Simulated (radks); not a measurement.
Task: Tm11+, configuration [Kr] 4d10 4f10 5s2. All-electron calculation, scalar-relativistic Kohn-Sham, PBE, spin-polarised, spherical densities, finite nucleus; open shells are filled with parallel spins first (spin-orbit coupling, left out, can overturn this in heavy ions); Fermi nuclear charge, rms radius 5.2256 fm. Program: a radial shooting solver on a logarithmic mesh with Libxc functionals. Some entries of the table are withheld. Estimate them.

| orbital | occ. | eigenvalue (eV) | <1/r> (bohr^-1) | <r> (bohr) |
|---|---|---|---|---|
| 1s down | 1 | -59485.77 | 79.07 | 0.02001 |
| 1s up | 1 | -59485.76 | 79.07 | 0.02001 |
| 2s up | 1 | -10209.64 | 18.42 | 0.08488 |
| 2s down | 1 | -10209.59 | 18.42 | 0.08488 |
| 2p up | 3 | -9040.234 | 16.97 | 0.07541 |
| 2p down | 3 | -9040.201 | 16.97 | 0.07541 |
| 3s up | 1 | -2456.278 | 6.800 | 0.2210 |
| 3s down | 1 | -2454.109 | 6.804 | 0.2209 |
| 3p up | 3 | -2102.000 | 6.342 | 0.2203 |
| 3p down | 3 | -2099.834 | 6.346 | 0.2202 |
| 3d up | 5 | -1664.090 | 6.009 | 0.1999 |
| 3d down | 5 | -1662.441 | 6.013 | 0.1997 |
| 4s up | 1 | -649.1692 | 2.887 | 0.4956 |
| 4s down | 1 | -644.8308 | 2.885 | 0.4958 |
| 4p up | 3 | -532.0205 | 2.645 | 0.5244 |
| 4p down | 3 | -527.7777 | 2.642 | 0.5247 |
| 4d up | 5 | (1) | (2) | 0.5609 |
| 4d down | 5 | (3) | (4) | 0.5617 |
| 5s up | 1 | -231.2996 | 1.252 | 1.076 |
| 5s down | 1 | -228.9355 | 1.244 | 1.082 |
| 4f up | 7 | -202.3656 | 1.929 | (5) |
| 4f down | 3 | -198.2795 | 1.920 | (6) |

Result: 
(1) 4d up eigenvalue (eV): -376.0742
(2) 4d up <1/r> (bohr^-1): 2.356
(3) 4d down eigenvalue (eV): -371.9097
(4) 4d down <1/r> (bohr^-1): 2.352
(5) 4f up <r> (bohr): 0.6380
(6) 4f down <r> (bohr): 0.6427
